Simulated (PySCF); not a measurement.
## Kr (krypton, neutral) across methods

[Ar] 3d10 4s1 4p6 4d1, high-spin 3D determinant (an excited configuration). All numbers are calculated (PySCF 2.14, scalar relativity through the core potential, in aug-cc-pV5Z-PP with ECP10MDF).

```tsv
method	E (hartree)	mean ε 4p α (eV)	mean ε 4p β (eV)	mean ε 4d α (eV)	Σ⟨r²⟩ (bohr²)	⟨S²⟩
BHandHLYP	-462.3812	-17.050	-14.742	-0.058	51.39	2.004
B97-3	-462.6010	-15.615	-13.884	0.312	51.60	2.003
PBE	-462.5883	-13.773	-12.691	0.720	51.56	2.001
r2SCAN	-462.4280	-14.373	-12.978	0.740	51.18	2.003
LDA	-461.9574	-13.837	-12.849	0.839	51.23	2.001
B3LYP	-462.6370	-15.116	-13.622	0.375	51.54	2.002
PBE0	-462.5274	-15.512	-13.790	0.243	51.33	2.002
UHF	-461.08877	-19.932	-15.939	-0.757	51.99	2.010
```

Energies and moments cover only the electrons outside the core potential. The outer electron is Rydberg-like, and this basis confines it to a smaller radius and binds it less than a complete one would.

The highest occupied level is positive at B97-3, PBE, r2SCAN, LDA, B3LYP, PBE0: only the finite basis holds that electron, which in a density functional comes from self-interaction.
